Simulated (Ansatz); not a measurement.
Wavefunction ladder for C₂H₆BFOSi, SMILES `C[Si]1(F)CBO1`

```
atom   x (Å)   y (Å)   z (Å)
  C1  -1.874  -0.212   0.204
 Si2  -0.134  -0.528  -0.318
  F3  -0.145  -1.685  -1.414
  C4   1.108   0.815  -0.582
  B5   1.696   0.100   0.722
  O6   0.870  -0.971   0.967
  H7  -2.485   0.089  -0.650
  H8  -1.915   0.578   0.956
  H9  -2.309  -1.118   0.632
 H10   1.742   0.710  -1.465
 H11   0.823   1.862  -0.479
 H12   2.625   0.359   1.429
```

Charge 0, multiplicity 1. The geometry is a stationary point of PBE0-D4/def2-TZVP. Frozen core, restricted reference, the Gaussian-basis code of Ansatz. CBS rows extrapolate triple and quadruple zeta; past MP2 they add the triple-zeta difference.

```tsv
basis	HF (Eh)	MP2 corr.	CCSD corr.	(T)	CCSD(T) total
def2-TZVPP	?	-1.03649	-1.07250	?	?
def2-QZVPP	-567.47271	-1.11714	–	–	–
CBS(def2)	-567.47582	?	?	as TZ	?
```

Question: Fill in the withheld values. (Estimate.)

Answer: Computed: def2-TZVPP HF (Eh): -567.45011; def2-TZVPP (T): -0.04034; def2-TZVPP CCSD(T) total: -568.56295; CBS(def2) MP2 corr.: -1.17687; CBS(def2) CCSD corr.: -1.21288; CBS(def2) CCSD(T) total: -568.72904.
